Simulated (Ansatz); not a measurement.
Start from `[F][GeH2][SiH2]S` and change one atom or group to get `[OH][GeH2][SiH2]S`.

Ansatz, PBE0-D4/def2-TZVP geometries, multiplicity 1. Each molecule was computed in one conformer, which needn't be the lowest.

Scalar relativity is left out up to krypton.

```csv
property,`[F][GeH2][SiH2]S`
LUMO energy (PBE0/def2-TZVPP) / eV,-0.74
HOMO energy (B3LYP/def2-TZVPP) / eV,-7.29
HOMO–LUMO gap (PBE0/def2-TZVPP) / eV,6.78
size of the dipole moment (ωB97M-V/def2-TZVPP) / D,2.61
size of the dipole moment (B3LYP/def2-TZVPP) / D,2.60
LUMO energy (ωB97M-V/def2-TZVPP) / eV,1.10
```

Give the same properties after the change, and the shifts. (Estimate.)

Ansatz gave: 
```
                                          property  `[OH][GeH2][SiH2]S`  shift
                LUMO energy (PBE0/def2-TZVPP) / eV                -0.72   0.02
               HOMO energy (B3LYP/def2-TZVPP) / eV                -7.06   0.23
              HOMO–LUMO gap (PBE0/def2-TZVPP) / eV                 6.57  -0.21
size of the dipole moment (ωB97M-V/def2-TZVPP) / D                 2.04  -0.57
  size of the dipole moment (B3LYP/def2-TZVPP) / D                 2.01  -0.59
             LUMO energy (ωB97M-V/def2-TZVPP) / eV                 1.03  -0.07
```

Dipoles are sizes alone; their direction can turn.

B3LYP here is the variant with VWN-RPA as its local correlation; programs differ in this.
